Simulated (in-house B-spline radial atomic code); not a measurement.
**Ionising Kr3+ with different functionals**

Computed with an all-electron radial atomic-structure program (B-spline basis): non-relativistic Hamiltonian, point nucleus, spin-polarised at highest spin, spherical fractional occupations for the functionals, the average over the highest-spin determinants for Hartree-Fock. The ionisation energy is the difference of two self-consistent energies, [Ar] 3d10 4s2 4p3 → [Ar] 3d10 4s2 4p2, without Breit or QED terms; ε is the level of the shell that loses the electron (its least bound occupied spin orbital). There is no spin-orbit coupling in this Hamiltonian.

Hybrids are left out here: with spherical fractional occupations of an open shell their exact exchange keeps a self-interaction that integer-occupation calculations don't have.

| method | rung | ΔSCF (eV) | -ε(4p) (eV) |
| --- | --- | --- | --- |
| Hartree-Fock | Hartree-Fock | 50.62 | 51.04 |
| LDA VWN5 | LDA | 51.06 | 44.65 |
| LDA PW92 | LDA | 51.05 | 44.64 |
| LDA exchange-only | LDA | 49.88 | 43.52 |
| PBE | GGA | 50.99 | 44.62 |
| PBEsol | GGA | 50.99 | 44.60 |
| BLYP | GGA | 50.70 | 44.28 |
| RPBE | GGA | 50.97 | 44.61 |
| PW91 | GGA | ? | ? |
| BP86 | GGA | 51.04 | 44.65 |
| AM05 | GGA | 50.96 | 44.57 |
| OLYP | GGA | ? | ? |
| TPSS | meta-GGA | 51.18 | 44.85 |
| SCAN | meta-GGA | 51.62 | 45.34 |
| r2SCAN | meta-GGA | 51.59 | 45.30 |
| M06-L | meta-GGA | 51.18 | 45.14 |
| revTPSS | meta-GGA | 51.21 | 44.88 |

(1) What does PW91 give?

(2) What does OLYP give?

(3) How do they compare with the NIST value?

## Answers

(1) ΔSCF 51.06 eV, and -ε(4p) = 44.68 eV.

(2) ΔSCF 51.07 eV, and -ε(4p) = 44.68 eV.

(3) NIST lists 50.9 eV ± 0.11 (measured, ground level to ground level). Errors run from -0.97 to +0.77 eV; AM05 is closest (+0.11 eV), though others lie within the uncertainty of it, and part of that can be cancellation, since the calculations leave out relativity, Breit-QED terms, multiplet and fine-structure energies. Hartree-Fock also lacks correlation.
